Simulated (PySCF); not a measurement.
Two probes of the same atoms: core binding energy and nuclear shielding

(CH3)3CCHF2, C₅H₁₀F₂.
SMILES with atom numbers: `[CH3:1][C:2]([CH3:3])([CH3:4])[CH:5]([F:6])[F:7]`

Binding energies: PySCF 2.14.0, delta-SCF UKS SCAN, pcX-2 on the ionised atom, pcseg-1 elsewhere, spin-free X2C. Shieldings: GIAO PBE0/pcSseg-1, non-relativistic, same geometry.

```tsv
atom	C 1s (eV)
C1	290.59
C2	291.12
C5	295.23
```

What are the absolute isotropic shieldings of these atoms?

| atom | environment | C 1s (eV) | isotropic shielding (ppm) |
| --- | --- | --- | --- |
| C1 | methyl carbon | 290.59 | 164.1 |
| C2 | quaternary sp3 carbon | 291.12 | 148.9 |
| C5 | CHF2 carbon | 295.23 | 60.2 |

Among the listed atoms, is the one with the highest binding energy also the least shielded?

Yes: C5 has both (295.23 eV, 60.2 ppm).

By binding energy: C1 < C2 < C5. By shielding: C5 < C2 < C1.

Of atoms equivalent by bonding only the ionised one is listed; its partners' own values can differ in this conformer. Isolated species at its PBE0-D3(BJ)/def2-SVP geometry, gas phase.

The values belong to the conformer `[CH3:1][C:2]([CH3:3])([CH3:4])[CH:5]([F:6])[F:7]`: C1–C2–C5–F6 60°.
